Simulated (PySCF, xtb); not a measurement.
Two structures of C2OSi

We compare a, `[C]=C=[Si]=O`, a singlet, with b, a triplet given by its coordinates. Both are isolated molecules in the gas phase, relaxed with PBE0-D3(BJ)/def2-SVP.

a (Å):

```xyz
4

C    -3.0775   -3.2287   -0.7276
C    -2.6872   -2.4027    0.1655
O    -1.7279   -0.3283    2.3838
Si   -2.1842   -1.3148    1.3285
```

b (Å):

```xyz
4

C     0.1052    0.4240   -0.5202
C    -0.4355    0.4281    0.6614
O     0.5932    0.4204   -1.5868
Si   -1.1954    0.4338    2.3286
```

Close contacts (Å): C1–C2 1.30, C1–O3 1.17, C2–Si4 1.83.

Question: Which of the two would you expect CCSD(T)/def2-SVP + ΔMP2/def2-TZVPP electronic energies to favour?

Answer: CCSD(T)/def2-SVP + ΔMP2/def2-TZVPP gives E(b) − E(a) = +0.456 eV, favouring structure a, but this leans on the basis-set step: CCSD(T) alone gives −0.106 eV.

How the difference moves with the method:

```json
{"level": "PBE0-D3(BJ)/def2-SVP", "geometry": "PBE0-D3(BJ)/def2-SVP", "E(b) − E(a) (eV)": "−0.594", "departure from the last row (eV)": "−1.049", "job, with rough time for the two": "optimisation, 29 s"}
{"level": "HF/def2-SVP", "geometry": "PBE0-D3(BJ)/def2-SVP", "E(b) − E(a) (eV)": "−1.177", "departure from the last row (eV)": "−1.633", "job, with rough time for the two": "part of the CCSD(T) run"}
{"level": "MP2/def2-SVP", "geometry": "PBE0-D3(BJ)/def2-SVP", "E(b) − E(a) (eV)": "+0.205", "departure from the last row (eV)": "−0.250", "job, with rough time for the two": "part of the CCSD(T) run"}
{"level": "CCSD(T)/def2-SVP", "geometry": "PBE0-D3(BJ)/def2-SVP", "E(b) − E(a) (eV)": "−0.106", "departure from the last row (eV)": "−0.562", "job, with rough time for the two": "single point"}
{"level": "CCSD(T)/def2-SVP + ΔMP2/def2-TZVPP", "geometry": "PBE0-D3(BJ)/def2-SVP", "E(b) − E(a) (eV)": "+0.456", "departure from the last row (eV)": "", "job, with rough time for the two": "single point, 59 s"}
```

PBE0-D3(BJ)/def2-SVP, HF/def2-SVP, CCSD(T)/def2-SVP put the two in the other order. The largest departure from CCSD(T)/def2-SVP + ΔMP2/def2-TZVPP is that of HF/def2-SVP, 1.633 eV. At CCSD(T)/def2-SVP + ΔMP2/def2-TZVPP a singlet with the links of b lies below this triplet. Levels run at GFN2-xTB geometries aren't shown. The last row adds to CCSD(T) the change of the MP2 difference between the two basis sets, here +0.562 eV, a large step that makes the value less sure.

With thermal terms from frequencies at re-optimised GFN2-xTB minima (ideal gas, soft modes damped towards free rotors, one conformer each, 298.15 K, 1 atm): the zero-point term adds −0.001 eV; ΔH is +0.452 and ΔG +0.399 eV.

The T1 diagnostic of structure a is large, so the coupled-cluster value is less sure. Open shells are spin-unrestricted. The correlated steps freeze 8 core orbitals. ΔG holds the spin degeneracy. Codes used: PySCF 2.14.0, xtb 6.7.1; the last row on 2 threads of Arm Neoverse V1 on a shared host.
